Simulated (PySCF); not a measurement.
# L and K shells in `FC[SiH2][SiH3]`

CH7FSi2.
Cartesian coordinates in Å at the PBE0-D3(BJ)/def2-SVP level; atoms count from 1:
```
atom  x, y, z in Å
F1     1.2586    1.5503   -0.8314
C2     1.5043    0.1904   -0.7951
Si3    0.4409   -0.6021    0.5780
Si4   -1.7460    0.2002    0.3197
H5     2.5827    0.0231   -0.6267
H6     1.2515   -0.2464   -1.7777
H7     0.5030   -2.0907    0.4271
H8     0.9824   -0.2310    1.9212
H9    -1.7899    1.6633    0.6151
H10   -2.6869   -0.5116    1.2389
H11   -2.1917   -0.0255   -1.0902
```

Method: delta-SCF UKS SCAN, pcX-2 on the ionised atom, pcseg-1 elsewhere, spin-free X2C (PySCF 2.14.0). Each binding energy is the total energy of the core-ionised species, with the hole localised on one atom, minus that of the ground state; both are solved self-consistently, so orbital relaxation is included. The 2p values add to the ΔSCF energy of one spin-free hole a correction within the shell (spin–orbit coupling, ligand field). The splitting includes the ligand field, and 2p3/2 is the mean of two sublevels.

When a 2p electron fills a 1s hole, the emitted photon carries the energy difference of the two hole states (Kα1 from 2p3/2, Kα2 from 2p1/2), here at the ground state's geometry.

```
atom  Kα1 (eV)  Kα2 (eV)  2p3/2 binding energy (eV)
 Si3   1739.70   1739.07                     106.60
 Si4   1739.68   1739.05                     106.60
```

**Question.** What are the 1s and 2p1/2 binding energies?

**Answer.** 1s = Kα1 + 2p3/2, and 2p1/2 = 1s − Kα2:

| atom | environment | 1s (eV) | 2p1/2 (eV) |
| --- | --- | --- | --- |
| Si3 | SiH2 silicon | 1846.30 | 107.23 |
| Si4 | SiH3 silicon | 1846.28 | 107.23 |

Over the 2 silicon sites the 1s value ranges over 0.02 eV, 2p3/2 over 0.00 eV and Kα1, their difference, over 0.02 eV.

**Question.** And the 1s levels of the other atoms?

**Answer.** C2 (sp3 C–F carbon) 292.59 eV; F1 (alkyl fluorine) 692.39 eV.

Isolated species at its PBE0-D3(BJ)/def2-SVP geometry (one conformer only).

The run took 37 s of wall time on one thread of an Arm Neoverse V1, no GPU (shared host), and the process peaked at 0.60 GiB of memory.
